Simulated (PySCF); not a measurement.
Dipole moment and polarisability of `CC(C)BN`

Species: C3H10BN.
Atom-mapped SMILES: `[CH3:1][CH:2]([CH3:3])[BH:4][NH2:5]` (hydrogens: H6, H7, H8 on C1; H9 on C2; H10, H11, H12 on C3; H13 on B4; H14, H15 on N5)

Structure used (PBE0-D3(BJ)/def2-SVP), in Å, numbered top down from 1:
```xyz
15
C3H10BN angstrom
C     -0.836   -1.129    0.278
C      0.379   -0.212    0.128
C      0.066    0.959   -0.808
B      1.621   -1.025   -0.420
N      2.826   -1.112    0.272
H     -1.712   -0.581    0.666
H     -1.124   -1.564   -0.693
H     -0.639   -1.967    0.967
H      0.623    0.203    1.126
H     -0.812    1.530   -0.460
H      0.910    1.662   -0.886
H     -0.158    0.601   -1.827
H      1.545   -1.602   -1.489
H      3.628   -1.622   -0.073
H      2.981   -0.665    1.167
```

Level: CAM-B3LYP/def2-SVPD (PySCF), static field, nuclei fixed, core orbitals frozen in the response. The polarisability tensor in these axes (au):

```
x   68.46 -2.55  2.30
y   -2.55 59.44 -0.94
z    2.30 -0.94 58.32
```

Task: What are the eigenvalues, a third of the trace, and Δα (Δα² = ½Σ(αi − αj)² over the three pairs)?

Result: Principal values 57.69, 58.86 and 69.67 au; mean 62.07 au = 9.20 Å³ = 10.23 × 10⁻⁴⁰ C²·m²/J; Δα = 11.44 au (18 % of the mean).

Task: What is the dipole moment, and where does it point?

Result: (1.38, 0.03, 1.01) D, 1.71 D in size, pointing from the negative to the positive side. Measured along this direction, the outermost atoms are H7 at the negative end and H15 at the positive end.

Task: Give the principal axes and the span of the nuclei along them.

Result: Largest value along (0.94, -0.25, 0.21), where the nuclei span 5.15 Å; middle along (0.31, 0.91, -0.27), 4.29 Å; least along (-0.12, 0.32, 0.94), 3.15 Å. The response follows the extents in order.

Task: What are the principal values of the traceless quadrupole moment, Θ = ½Σq(3rr − r²1), about the centre of nuclear charge?

Result: -4.06, -2.13, 6.19 D·Å. The values depend on the origin, since the dipole doesn't vanish. The electronic extent ⟨r²⟩ about the same centre is 552 bohr², a root-mean-square distance of 1.97 Å for the 40 electrons.

Task: In a dilute gas of rigid molecules at 298 K, how does the orientational term μ²/3kT compare with the electronic polarisability?

Result: In Gaussian units μ²/3kT = 23.69 Å³ against 9.20 Å³, a ratio of 2.58; the Debye molar polarisation (4π/3)N_A(α + μ²/3kT) is 83.0 cm³/mol, leaving out the vibrational part.

Task: Rayleigh depolarisation ratio (linearly polarised light, static tensor)?

Result: ρ = 3Δα²/(45ᾱ² + 4Δα²) = 392.5/(173384 + 523.3) = 0.00226.

Task: Find the Langevin capture rate constant for NO+ (29.998 u) meeting this molecule (71.091 u), k = 2.342 × 10⁻⁹ cm³/s × √(α in Å³ / reduced mass in u).

Result: The reduced mass is 21.10 u, so k = 1.55 × 10⁻⁹ cm³/s. The formula leaves out the permanent dipole, which adds to the capture rate.

Geometry: PBE0-D3(BJ)/def2-SVP, one conformer, isolated molecule.
